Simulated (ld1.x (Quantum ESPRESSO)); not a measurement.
**fluorine: PAW pseudisation with PBEsol, non-relativistic reference atom.**

ld1.x (Quantum ESPRESSO) 7.5 input, shortened:

```
&input
   title='F', zed=9., rel=0, dft='PBESOL', iswitch=3,
   config='[He] 2s2 2p3 3d-2'
 /
 &inputp
   pseudotype=3, lpaw=.true., tm=.true., lloc=-1, rcloc=1.15,
   nlcc=.true., new_core_ps=.true.,
   which_augfun='BESSEL', rmatch_augfun=0.35
 /
6
2S  1  0   2.00   0.00  0.45  0.60  0.0
2S  1  0   0.00  -3.45  0.45  0.60  0.0
2P  2  1   3.00   0.00  0.85  1.10  0.0
2P  2  1   0.00   1.65  0.85  1.10  0.0
3D  3  2  -2.00   0.40  0.95  1.25  0.0
3D  3  2  -2.00   2.55  0.95  1.25  0.0
 &test
   configts(1)='2s2 2p3'
 /
```

Poles of the logarithmic derivatives, all-electron (AE) and pseudo (PS). s: poles at -3.0 (AE) and -3.0 (PS) Ry. p: poles at -2.0 (AE) and -2.0 (PS) Ry. d: poles at no energy (AE) and no energy (PS) Ry. Test radius 1.34 bohr.

* Cutoffs needed: 110 Ry and 180 Ry (the cutoffs (Ry, on a coarse ladder) from which the occupation-weighted sum of valence levels, in a spherical-Bessel basis at the reference potential, stays within 10 and 1 mRy of its value at 400 Ry)
* Ghost test: no extra level below or beside the all-electron valence levels (s, p, d, f tested) (spherical-Bessel basis up to 400 Ry, 20 bohr box)
* Largest excitation error: -11 meV (all-electron minus pseudo) for 2s2 2p1, out of 7 test configurations
* Lowest eigenvalue of the overlap operator: 0.54 (p channel)
